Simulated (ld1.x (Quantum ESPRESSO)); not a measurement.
**Plane-wave convergence, ultrasoft potential for germanium**

germanium (Ge), ultrasoft, made with ld1.x (Quantum ESPRESSO) 7.5 (PBEsol, scalar-relativistic). Core [Ar] 3d10, reference 4s2 4p1.5 (charge +0.5). Waves: 4s (bound): rcut 1.50, rcutus 1.85 bohr; 4s channel at -0.65 Ry: rcut 1.50, rcutus 1.85 bohr; 4p (bound): rcut 1.30, rcutus 1.75 bohr; 4p channel at 3.8 Ry: rcut 1.30, rcutus 1.75 bohr; 4d channel at -0.1 Ry: rcut 1.35, rcutus 1.75 bohr. Local part: all-electron potential smoothed inside 1.35 bohr (lloc = -2). Core correction: none. Augmentation charge: PSQ, radius 1.40 bohr.

The pseudo-atom Hamiltonian at the reference potential is diagonalised in spherical Bessel functions j_l(qr) that vanish at 20 bohr, with q² up to the cutoff. All-electron valence levels (Ry): 4s -1.1483, 4p -0.5434.

**Question.** How do the lowest levels (Ry) of each channel move with the cutoff, and are there ghosts?

**Answer.**

```csv
cutoff (Ry),s #1,p #1,d #1,f #1,Σ f·Δε (mRy)
8,-1.1464,-0.5426,-0.0521,0.0331,5.3
10,-1.1478,-0.5426,-0.0523,0.0331,2.6
12,-1.1482,-0.5429,-0.0524,0.0331,1.4
15,-1.1482,-0.5433,-0.0526,0.0331,0.7
18,-1.1483,-0.5434,-0.0528,0.0331,0.5
21,-1.1483,-0.5434,-0.0528,0.0331,0.3
400,-1.1484,-0.5435,-0.0529,0.0331,0.0
```

Result: no extra level below or beside the all-electron valence levels (s, p, d, f tested); 10 mRy is reached at 8 Ry and 1 mRy at 15 Ry.
